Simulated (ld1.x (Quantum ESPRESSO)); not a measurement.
Values are calculated unless marked as measured or tabulated.
Potentials for silicon compared

Generated with ld1.x 7.5 (TM, RRKJ, ultrasoft, PAW), atompaw 4.2 or ONCVPSP 4.0.1. The cutoff is in Ry: for ld1.x and atompaw files where the sum of valence levels is converged to 10 mRy in a Bessel basis, for ONCV files where the hardest occupied wave has 1 mHa per electron of residual kinetic energy. The error is the largest all-electron minus pseudo excitation energy over each file’s own four to seven test configurations (ionisations up to +4, promotions, holes and added fractions of an electron), all of which were solved. The labels leave out finer settings (local radius, basis sizes, second energies), which also bear on the numbers. Spin-polarised tests are not counted. The rows are a selection from randomly drawn settings: files with unsolved tests, undetermined cutoffs or missed reference levels are left out.

```csv
potential,cutoff (Ry),largest error (meV),bound ghosts
"RRKJ, LDA (PZ), non-relativistic, rc 2.40/1.50/1.80 (spd), local s, core correction no, reference 3s1 3p0",10,+398,none
"ultrasoft, LDA (PZ), scalar-relativistic, rc 1.60/1.60 (sp), local smoothed, core correction yes, reference 3s2 3p1",12,-24,none
"TM, LDA (PZ), scalar-relativistic, rc 1.90/1.65 (sp), local s, core correction yes, reference 3s2 3p2",15,+52,none
"TM, PBE, scalar-relativistic, rc 1.90/1.90/1.60 (spd), local p, core correction yes, reference 3s1.5 3p2.5",12,+9.9,none
"RRKJ, PBE, non-relativistic, rc 2.58/3.06 (sp), local p, core correction yes, reference 3s1.75 3p2.25",12,+23,none
```

Question: Fill in the row for Si: TM, LDA (PZ), scalar-relativistic, rc 1.30/2.15 (sp), local smoothed, core correction yes, reference 3s2 3p2.

Answer: cutoff 40 Ry, largest error +78 meV, bound ghosts: none.
